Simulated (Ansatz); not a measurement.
`O[SiH2][SiH](O)F` at its PBE0-D4/def2-TZVP geometry, where that method's forces vanish. Total charge 0; spin multiplicity 1.

```xyz
10

O     1.1774    0.9189    1.5086
Si    0.1301   -0.3164    1.1777
Si   -0.1698   -0.2916   -1.1466
O    -1.0792    1.0172   -1.5148
F    -0.9448   -1.6355   -1.5574
H     1.4135    1.0743    2.4240
H    -1.1726   -0.1433    1.8817
H     0.6900   -1.6313    1.6063
H     1.0813   -0.2977   -1.9516
H    -1.1259    1.3054   -2.4278
```

Question: What forces (eV/Å) does ωB97M-V/def2-TZVPP give on these atoms in the Gaussian-basis code of Ansatz? (An estimate is asked.)

Answer: The calculation gave: 
```
O1   0.062  0.066  0.069
Si2 -0.184 -0.214 -0.050
Si3  0.293  0.021  0.115
O4  -0.047  0.090 -0.069
F5  -0.065 -0.119 -0.029
H6   0.008  0.016 -0.038
H7   0.148 -0.017 -0.080
H8  -0.061  0.148 -0.046
H9  -0.143  0.004  0.090
H10 -0.011  0.006  0.038
```
